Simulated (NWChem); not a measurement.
System: AgH₂OBr; SMILES [OH2]->[Ag][Br]

The following NWChem deck was run.

```
start job
memory heap 200 mb stack 900 mb global 1100 mb
geometry units angstroms noautoz
  Ag    -0.003494     0.709064     0.000000
  Br     0.003671    -1.693123     0.000000
  O      0.011215     2.925536     0.000000
  H      0.085386     3.489818     0.776357
  H      0.085386     3.489818    -0.776357
end
basis spherical
  * library def2-svp
end
ecp
  Ag library def2-ecp
end
dft
  xc xpbe96 cpbe96
  iterations 150
  vectors input atomic output neutral.movecs
end
task dft energy
charge 1
dft
  odft
  mult 2
  vectors input atomic output cation.movecs
end
task dft energy
```

Parts of the log:

```
             Northwest Computational Chemistry Package (NWChem) 7.3.0
             --------------------------------------------------------

 CS  symmetry detected

                             Geometry "geometry" -> ""
                             -------------------------

 Output coordinates in angstroms (scale by  1.889725989 to convert to a.u.)

  No.       Tag          Charge          X              Y              Z
 ---- ---------------- ---------- -------------- -------------- --------------
    1 Ag                  47.0000    -0.00648950    -0.66068242     0.00000000
    2 Br                  35.0000     0.00268421     1.74149774     0.00000000
    3 O                    8.0000     0.00636607    -2.87716595     0.00000000
    4 H                    1.0000     0.08006519    -3.44150977     0.77635700
    5 H                    1.0000     0.08006519    -3.44150977    -0.77635700

 Effective nuclear repulsion energy (a.u.)     517.6476002944

      Symmetry information
      --------------------

 Group name             Cs
 Group number              2
 Group order               2
 No. of unique centers     4

 Summary of "ao basis" -> "ao basis" (spherical)
 ------------------------------------------------------------------------------
       Tag                 Description            Shells   Functions and Types
 ---------------- ------------------------------  ------  ---------------------
 Ag                         def2-svp                11       31   5s3p2d1f
 Br                         def2-svp                12       32   5s4p3d
 O                          def2-svp                 6       14   3s2p1d
 H                          def2-svp                 3        5   2s1p

      Symmetry analysis of basis
      --------------------------

        a'         58
        a"         29

            General Information
            -------------------
          SCF calculation type: DFT
          Wavefunction type:  closed shell.
          No. of atoms     :     5
          No. of electrons :    64
           Alpha electrons :    32
            Beta electrons :    32
          Charge           :     0
          Spin multiplicity:     1
          Use of symmetry is: on ; symmetry adaption is: on
          Maximum number of iterations: 150
          AO basis - number of functions:    87
                     number of shells:    35
          Convergence on energy requested:  1.00D-06
          Convergence on density requested:  1.00D-05
          Convergence on gradient requested:  5.00D-04

              XC Information
              --------------
          PerdewBurkeErnzerhof Exchange Functional  1.000
            Perdew 1991 LDA Correlation Functional  1.000 local
           PerdewBurkeErnz. Correlation Functional  1.000 non-local

             Grid Information
             ----------------
          Grid used for XC integration:  medium
          Radial quadrature: Mura-Knowles
          Angular quadrature: Lebedev.
          Tag              B.-S. Rad. Rad. Pts. Rad. Cut. Ang. Pts.
          ---              ---------- --------- --------- ---------
          Ag                  1.60      123          10.0       590
          Br                  1.15      112          12.0       590
          O                   0.60       49          12.0       434
          H                   0.35       45          12.0       434
          Grid pruning is: on
          Number of quadrature shells:   329
          Spatial weights used:  Erf1

      Superposition of Atomic Density Guess
      -------------------------------------

 Sum of atomic energies:       -2815.43206039

      Non-variational initial energy
      ------------------------------

 Total energy =   -2793.941668
 1-e energy   =   -4418.991940
 2-e energy   =    1387.023377
 HOMO         =      -0.393969
 LUMO         =      -0.110856

      Symmetry analysis of molecular orbitals - initial
      -------------------------------------------------

  Numbering of irreducible representations:

     1 a'          2 a"

  Orbital symmetries:

     1 a'          2 a'          3 a'          4 a"          5 a'
     6 a'          7 a'          8 a'          9 a"         10 a'
    11 a'         12 a'         13 a"         14 a'         15 a'
    16 a"         17 a'         18 a"         19 a'         20 a'
    21 a'         22 a"         23 a'         24 a'         25 a"
    26 a'         27 a"         28 a'         29 a'         30 a'
    31 a"         32 a'         33 a'         34 a"         35 a'
    36 a'         37 a'         38 a"         39 a'         40 a'
    41 a"         42 a'

   convergence    iter        energy       DeltaE   RMS-Dens  Diis-err
 ---------------- ----- ----------------- --------- --------- ---------
 d= 0,ls=0.0,diis     1  -2796.6647286848 -3.03D+03  2.22D-02  8.45D-01
 d= 0,ls=0.0,diis     2  -2796.3356909910  3.29D-01  1.73D-02  4.07D+00
 d= 0,ls=0.0,diis     3  -2796.7629605125 -4.27D-01  4.77D-03  7.12D-02
 d= 0,ls=0.0,diis     4  -2796.7658825477 -2.92D-03  2.45D-03  4.12D-02
 d= 0,ls=0.0,diis     5  -2796.7712066704 -5.32D-03  3.57D-04  7.22D-04
  Resetting Diis
 d= 0,ls=0.0,diis     6  -2796.7713123001 -1.06D-04  5.59D-05  3.83D-05
 d= 0,ls=0.0,diis     7  -2796.7713160839 -3.78D-06  3.70D-05  4.88D-06
 d= 0,ls=0.0,diis     8  -2796.7713150856  9.98D-07  2.34D-05  1.54D-05
 d= 0,ls=0.0,diis     9  -2796.7713165235 -1.44D-06  1.84D-06  5.38D-08
 d= 0,ls=0.0,diis    10  -2796.7713165272 -3.74D-09  6.04D-07  3.28D-09

         Total DFT energy =    -2796.771316527237
      One electron energy =    -4424.584642960332
           Coulomb energy =     1504.114961428120
    Exchange-Corr. energy =     -114.328529937976
 Nuclear repulsion energy =      238.026894942950

 Numeric. integr. density =       63.999997804381

                  Occupations of the irreducible representations
                  ----------------------------------------------

[...]
```

Level: PBE/def2-SVP with def2 effective core potentials on Ag, vertical spin-unrestricted ions. Coordinates come from a PBE0/def2-SVP optimisation. No frequency run checked for a minimum. def2 effective core potentials on Ag; no spin-orbit coupling.
